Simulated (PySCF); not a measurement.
Compound: C₄H₁₀O₄Si₂.
Structure used (GFN2-xTB), in Å, numbered top down from 1:
```
atom  x, y, z in Å
C1    -0.0280    1.6540   -1.3221
Si2    0.0732    0.2133   -0.0863
C3    -1.3288    0.1561    1.2284
O4    -2.6482   -0.0139    0.6962
C5    -2.7447   -0.4103   -0.5325
O6    -1.8350   -0.6316   -1.2904
C7     0.8432   -1.4397   -0.6997
O8     2.1825   -1.4832   -0.2484
Si9    2.6924   -0.2913    0.7320
O10    1.3341    0.6002    0.9094
H11   -0.0163    2.6025   -0.7916
H12    0.8309    1.6458   -1.9864
H13   -0.9220    1.6167   -1.9337
H14   -1.1699   -0.6519    1.9463
H15   -1.3545    1.0897    1.7892
H16   -3.8010   -0.5269   -0.8198
H17    0.8495   -1.5147   -1.7890
H18    0.3292   -2.3281   -0.3196
H19    3.6857    0.5250    0.0544
H20    3.0226   -0.8011    2.0510
```

NICS = −σ at a ghost point: NICS(0) at the centroid of the ring atoms, NICS(1) 1 Å to either side along the normal of their mean plane, zz for the tensor component along that normal. Level: GIAO PBE0/pcSseg-1 (PySCF, non-relativistic, gas phase) on the GFN2-xTB geometry, one conformer.

Ring bond lengths (Å), with Mayer bond orders in brackets: Si2–C7 1.924 (0.92), C7–O8 1.414 (0.85), O8–Si9 1.625 (1.01), Si9–O10 1.634 (0.98), O10–Si2 1.653 (0.85).

**Question.** Give the NICS values of each ring in ppm.

**Answer.** 
```csv
ring,type,NICS(0),"NICS(1), two faces","NICS(1)zz, two faces",rms pucker (Å),"centre to ring atoms, mean (Å)"
Si2–C7–O8–Si9–O10,5-membered ring with 2 O and 2 Si; formal bonds all single,-5.6,-2.0 / -2.0,-2.8 / -2.9,0.06,1.40
```

**Question.** What do they say, and how far can they be read as aromaticity?

**Answer.** 
- Si2–C7–O8–Si9–O10: mean NICS(1)zz -2.8 ppm, near zero. Si2, C7, Si9 have four or more neighbours; no verdict on aromaticity is drawn.

**Question.** Give the inner angles of the rings and the Hirshfeld charges of the ring atoms.

**Answer.** 
- Si2–C7–O8–Si9–O10: Si2 95.0° (+0.407 e), C7 107.7° (-0.096 e), O8 117.8° (-0.249 e), Si9 101.8° (+0.449 e), O10 116.2° (-0.329 e); sum 538.6° against 540° for a flat convex ring.

**Question.** How shielded are the nuclei of the rings and their hydrogens (means over atoms taken as equivalent)?

**Answer.** 
```csv
atoms,environment,σ isotropic (ppm),"principal values of the symmetric part, first atom (ppm)"
Si2,oxygen-bound silicon,363.2,"336.4, 361.6, 391.6"
C7,sp3 carbon bound to oxygen,129.3,"100.2, 105.8, 181.9"
O8,silyl ether oxygen,318.8,"274.4, 296.4, 385.6"
Si9,oxygen-bound silicon,364.8,"347.9, 354.2, 392.3"
O10,siloxane oxygen,244.8,"195.8, 239.8, 298.8"
H17,methylene hydrogen,27.57,"23.0, 27.2, 32.5"
H18,methylene hydrogen,27.81,"22.8, 27.7, 32.9"
H19,Si–H hydrogen,26.74,"23.3, 23.7, 33.2"
H20,Si–H hydrogen,26.78,"23.1, 23.7, 33.5"
```

On one thread of an Intel Xeon at 2.50 GHz, shared host with 64 logical CPUs at a one-minute load of 63, this took 3.0 min wall, 2.5 min CPU and 1.1 GiB of memory at its peak. This is the whole shielding run at PBE0/pcSseg-1, SCF included.
